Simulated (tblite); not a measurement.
Species: C6H13O2P.
Geometry (GFN2-xTB, Å), atoms numbered from 1 in this order:
```
atom  x, y, z in Å
C1    -2.7999    0.9441   -0.7470
C2    -2.0305    0.1672   -0.0006
C3    -2.4891   -1.0657    0.7088
P4    -0.2789    0.6369    0.1965
O5     0.0656    1.9079   -0.4502
C6     0.6171   -0.8244   -0.4909
C7     2.0494   -0.4590   -0.8448
C8     2.8237   -0.1233    0.4274
O9     2.1389    0.8378    1.1893
H10   -3.8487    0.7493   -0.9089
H11   -2.3819    1.8168   -1.2212
H12   -3.5736   -1.0846    0.7938
H13   -2.0518   -1.1090    1.7057
H14   -2.1712   -1.9566    0.1663
H15   -0.1635    0.6053    1.5791
H16    0.0696   -1.1013   -1.3976
H17    0.5821   -1.6567    0.2117
H18    2.5415   -1.2772   -1.3733
H19    2.0323    0.4191   -1.4968
H20    3.8383    0.2176    0.1827
H21    2.8990   -1.0080    1.0674
H22    2.1210    1.6715    0.7016
```

Method: GFN2-xTB as coded in tblite; computed harmonic values from a numerical Hessian at the method's own geometry, unscaled. Against measured fundamentals such values can be off by several per cent, at times by over 20. Modes of hydrogen on phosphorus can be 10 to 20 % off. One conformer, not necessarily the lowest.

Harmonic wavenumbers (cm⁻¹): 49.9, 82.3, 103.6, 114.2, 126.8, 156.9, 220.6, 239.2, 308.9, 316.4, 363.0, 415.9, 438.4, 478.5, 528.2, 643.6, 684.6, 700.2, 780.3, 887.2, 897.8, 913.5, 930.3, 945.8, 967.6, 989.1, 1007.6, 1038.9, 1058.8, 1083.7, 1119.0, 1171.6, 1209.1, 1218.7, 1256.5, 1267.3, 1307.4, 1333.9, 1345.2, 1386.2, 1403.0, 1420.5, 1467.0, 1474.0, 1478.9, 1481.8, 1696.4, 2327.0, 2899.2, 2932.4, 2956.6, 2968.9, 2982.9, 2985.7, 2993.4, 3011.8, 3031.7, 3081.0, 3117.1, 3503.3.

A = 2627, B = 850.7, C = 773.6 MHz; mass 148.065 u (most abundant isotopes); point group C1, symmetry number 1.

Question: Zero-point energy?

Answer: ½Σν̃ = 39650 cm⁻¹ = 113.36 kcal/mol.

Question: Give the ideal-gas entropy at 200 K and 1 bar in the rigid-rotor, harmonic-oscillator model (classical rotation).

Answer: Translation 38.93, rotation 28.42, vibration 22.50: S = 89.9 cal/(mol K).

Question: And Cp and H(200 K) − H(0)?

Answer: Cp = 32.25 cal/(mol K), of which vibrations give 24.30 (their classical limit is 60 R = 119.2); H(200 K) − H(0) = 4.08 kcal/mol without the zero-point energy, 2.50 from vibrations.

Question: Blend soft modes into free rotors: weight 1/[1 + (100 cm⁻¹/ν̃)⁴] for the oscillator and the rest for a rotor with moment μB/(μ + B), μ = h/(8π²ν), B = 10⁻⁴⁴ kg m². What vibrational entropy results?

Answer: 21.33 cal/(mol K) in place of 22.50, which changes −T·S at 200 K by +0.23 kcal/mol.

Question: Which modes carry the vibrational entropy at 200 K?

Answer: 49.9 cm⁻¹: 4.03; 82.3 cm⁻¹: 3.06; 103.6 cm⁻¹: 2.62; 114.2 cm⁻¹: 2.43; 126.8 cm⁻¹: 2.24; 156.9 cm⁻¹: 1.85 cal/(mol K); the other 54 give 6.28 together.

Hindered rotation and anharmonicity are outside this model. Other conformers, if any are populated, would add a mixing term that is left out. The structure is chiral; the term R ln 2 for an equal mix with its mirror image is left out.
